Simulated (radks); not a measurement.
Numerical settings for neutral beryllium, [He] 2s2. Method: non-relativistic Kohn-Sham, PBEsol, spin-polarised, spherical densities, point nucleus; computed with a radial shooting solver on a logarithmic mesh with Libxc functionals. The defaults (mesh step 0.008 in ln r, mesh end at 40 bohr or more with all orbitals vanishing there, Anderson mixing 0.5 over 9 steps, residual threshold near 1e-9 with the energy settled to 1e-9 hartree or 1e-11 of itself, here a cap of 65 iterations) give E = -14.5323 hartree and 2s at -5.542 eV in 13 iterations. Times are rough (one thread of a shared host). Changes against that run (0 stands for a change within the tolerance of the run):

setting                    iterations         converged  E (mhartree)  e(2s) (meV)  CPU (s)
mesh step in ln r 0.12             65                no     -8.39e+04            -     0.13
mesh step in ln r 0.03             13               yes             0            0     0.02
mesh step in ln r 0.05             13               yes             0            0     0.01
mesh end (bohr) 1                  12  level above zero     +2.42e+04    +3.53e+05     0.03
mesh end (bohr) 400                13               yes             0            0     0.04
residual threshold 0.01             8               yes             0      -0.0266     0.03
residual threshold 0.1              8               yes             0      -0.0266     0.03
mixing 0.05                        15               yes             0            0     0.05
linear mixing, mixing 0.5          29               yes             0            0     0.07
linear mixing, mixing 1            17               yes             0            0     0.05
mixing history 2                   16               yes             0            0     0.04
iteration cap 3                     3                no       +0.0144        +25.3     0.01

Settled on a wrong energy, with an occupied level pushed above zero by the early mesh end: mesh end (bohr) 1 (+24.2 hartree). Apart from these: no run marked as converged misses the energy by more than 1 mhartree. A mesh that ends early acts as a hard wall.
